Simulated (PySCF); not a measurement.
Se(H)(OH) (H₂OSe), SMILES O[SeH]. Geometry: B3LYP-D3(BJ)/def2-TZVP.

TDA-B3LYP/def2-TZVPD (PySCF) puts the lowest singlet excitations at 3.73, 5.32, 5.47, 6.13, 6.66, 6.98 eV.

Question: What are the lowest excitation roots from ADC(2)/aug-cc-pVDZ (PySCF)? (Estimate from the structure and the level; the computed values follow.)

Answer: 3.99, 5.52, 5.53, 6.53, 7.04, 7.39 eV. S1 differs by 0.26 eV (second minus first; roots are paired by order, and the bases may differ).
